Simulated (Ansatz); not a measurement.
Wavefunction ladder for `C/C=C/[SiH2]C`

```xyz
15

C    -2.247   -1.233    1.077
C    -1.116   -0.283    0.886
C    -0.529    0.007   -0.275
Si    0.885    1.198   -0.436
C     2.423    0.369   -1.110
H    -1.969   -2.036    1.769
H    -2.559   -1.683    0.132
H    -3.111   -0.727    1.521
H    -0.757    0.206    1.792
H    -0.907   -0.494   -1.168
H     0.510    2.316   -1.350
H     1.155    1.771    0.913
H     2.230   -0.064   -2.094
H     3.240    1.087   -1.212
H     2.753   -0.434   -0.446
```

Charge 0, multiplicity 1. The structure was optimised at the PBE0-D4/def2-TZVP level. It is one conformer, not always the lowest. Frozen core, restricted reference, the Gaussian-basis code of Ansatz. CBS rows extrapolate triple and quadruple zeta; past MP2 they add the triple-zeta difference.

```tsv
basis	HF (Eh)	MP2 corr.	CCSD corr.	(T)	CCSD(T) total
def2-SVP	-446.01634	-0.65747	?	-0.02324	?
def2-TZVPP	-446.29256	-0.80607	?	-0.03558	?
def2-QZVPP	-446.30896	-0.85782	–	–	–
CBS(def2)	?	-0.89615	?	as TZ	?
```

Fill in the withheld values. (Estimate.)

The calculation gave: def2-SVP CCSD corr.: -0.72826; def2-SVP CCSD(T) total: -446.76784; def2-TZVPP CCSD corr.: -0.86716; def2-TZVPP CCSD(T) total: -447.19530; CBS(def2) HF (Eh): -446.31122; CBS(def2) CCSD corr.: -0.95724; CBS(def2) CCSD(T) total: -447.30404.
